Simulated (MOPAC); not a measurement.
Input file for MOPAC: PM7 on PSe, 2S+1 = 2, a spin state set in the input, which need not be the lowest, a point of a bond scan (R = 1.985 Å).

```
PM7 1SCF PRECISE CHARGE=0 UHF MS=0.5 THREADS=1
PSe

P      0.00000000 1     0.00000000 1     0.00000000 1
Se     0.00000000 1     0.00000000 1     1.98483300 1
```

It printed:

```
*******************************************************************************
 **                                                                           **
 **                              MOPAC v23.2.5                                **
 **                                                                           **
 *******************************************************************************
 ** MOPAC's Digital Object Identifier: https://doi.org/10.5281/zenodo.6511958 **
 **                                                                           **
 ** Please cite the open-source release paper for use of this MOPAC version:  **
 ** J. E. Moussa and J. J. P. Stewart (2026)                                  **
 ** MOPAC: An open-source semiempirical molecular orbital program             **
 ** J. Open Source Softw., 11(119), 8025, https://doi.org/10.21105/joss.08025 **
 *******************************************************************************

                              PM7 CALCULATION RESULTS

 *******************************************************************************
 *  PM7        - The PM7 Hamiltonian to be used
 *  UHF        - UNRESTRICTED HARTREE-FOCK CALCULATION
 *
 *
 *
 *                 CHARGE ON SYSTEM = 0
 *
 *
 *
 *  MS=        - IN MECI, MAGNETIC COMPONENT OF SPIN =  0.5
 *  PRECISE    - TIGHTER CRITERIA TO BE USED
 *  1SCF       - DO 1 SCF AND THEN STOP
 *  THREADS=1  - MULTI-THREADING NOT USED
 *  T=         - A TIME OF 172800.0 SECONDS REQUESTED
 *  DUMP=N     - RESTART FILE WRITTEN EVERY 7200.0 SECONDS REQUESTED
 *******************************************************************************
PM7 1SCF PRECISE CHARGE=0 UHF MS=0.5 THREADS=1
 PSe

   ATOM   CHEMICAL          X               Y               Z
  NUMBER   SYMBOL      (ANGSTROMS)     (ANGSTROMS)     (ANGSTROMS)

     1       P          0.00000000  *   0.00000000  *   0.00000000  *
     2      Se          0.00000000  *   0.00000000  *   1.98483300  *



          CARTESIAN COORDINATES

    NO.       ATOM           X           Y           Z

     1         P          0.0000      0.0000      0.0000
     2        Se          0.0000      0.0000      1.9848

 General Reference for PM7:
 "Optimization of Parameters for Semiempirical Methods VI: More Modifications to the
 NDDO Approximations and Re-optimization of Parameters", J. J. P. Stewart, J. Mol. Mod., 1:32, 19 (2013)
 https://link.springer.com/article/10.1007/s00894-012-1667-x

           Empirical Formula: P Se  =     2 atoms



      MOLECULAR POINT GROUP   :   C*v


          UHF CALCULATION, NO. OF ALPHA ELECTRONS =    6
                           NO. OF BETA  ELECTRONS =    5

 -------------------------------------------------------------------------------
 PM7 1SCF PRECISE CHARGE=0 UHF MS=0.5 THREADS=1
 PSe



     1SCF WAS SPECIFIED, SO BFGS WAS NOT USED
     SCF FIELD WAS ACHIEVED


                              PM7 CALCULATION
                                                       MOPAC v23.2.5 Linux




          FINAL HEAT OF FORMATION =         -1.68628 KCAL/MOL =      -7.05539 KJ/MOL


          COSMO AREA              =         85.65 SQUARE ANGSTROMS
          COSMO VOLUME            =         70.34 CUBIC ANGSTROMS

          IONIZATION POTENTIAL    =          7.604272 EV
          ALPHA SOMO LUMO (EV)    =         -7.604 -3.796
          BETA  SOMO LUMO (EV)    =        -10.361 -3.309
          NO. OF ALPHA ELECTRONS  =          6
          NO. OF BETA  ELECTRONS  =          5
          MOLECULAR WEIGHT        =        109.9338         POINT GROUP:  C*v

          MOLECULAR DIMENSIONS (Angstroms)

            Atom       Atom       Distance
           Se     2    P     1     1.98483
           Se     2    P     1     0.00000
            P     1   Se     2     0.00000


          SCF CALCULATIONS        =          1





   ATOM   CHEMICAL          X               Y               Z
  NUMBER   SYMBOL      (ANGSTROMS)     (ANGSTROMS)     (ANGSTROMS)

     1       P          0.00000000  *   0.00000000  *   0.00000000  *
     2      Se          0.00000000  *   0.00000000  *   1.98483300  *

                             CARTESIAN COORDINATES

   1    P        0.000000000     0.000000000     0.000000000
   2   Se        0.000000000     0.000000000     1.984833000


           Empirical Formula: P Se  =     2 atoms



      MOLECULAR POINT GROUP   :   C*v


          ALPHA EIGENVALUES
 -45.99630 -23.79339 -12.46065 -11.85857 -10.91391  -7.60427  -3.79563  -0.41050
 104.42117 104.47616 104.65295 104.78789 104.79446


           BETA EIGENVALUES
 -44.73068 -23.40165 -11.54512 -11.28165 -10.36084  -3.30904  -2.72024   0.05024
 104.42578 104.57922 104.63196 104.79175 104.79762


              NET ATOMIC CHARGES AND DIPOLE CONTRIBUTIONS

  ATOM NO.   TYPE          CHARGE      No. of ELECS.   s-Pop       p-Pop       d-Pop
    1          P          -0.451884        5.4519     1.91348     3.50909     0.02931
    2         Se           0.451884        5.5481     1.94732     3.60079
 DIPOLE           X         Y         Z       TOTAL
 POINT-CHG.     0.000     0.000     4.308     4.308
 HYBRID         0.000     0.000    -0.746     0.746
 SUM            0.000     0.000     3.562     3.562


          ATOMIC ORBITAL ELECTRON POPULATIONS

     Atom    s        px        py        pz      x^2-y^2     xz        z^2       yz        xy
    1  P   1.91348   1.29434   0.90870   1.30604   0.00000   0.01085   0.01133   0.00713   0.00000
    2 Se   1.94732   1.69480   1.08417   0.82182


                    (SZ)    =    0.500000
                    (S**2)  =    0.776770


          ATOMIC ORBITAL SPIN POPULATIONS

    Atom   Total    s     px     py     pz   x^2-y^2  xz     z^2    yz     xy
         Atomic
    1  P  0.9131 -0.000  0.706  0.148  0.059 -0.000  0.002  0.000 -0.001 -0.000
    2 Se  0.0869  0.006  0.293 -0.147 -0.064

 **********************
 *                    *
 * JOB ENDED NORMALLY *
 *                    *
 **********************




 == MOPAC DONE ==
```

The run finished.

Cost: around 0.010 core-seconds (rough).
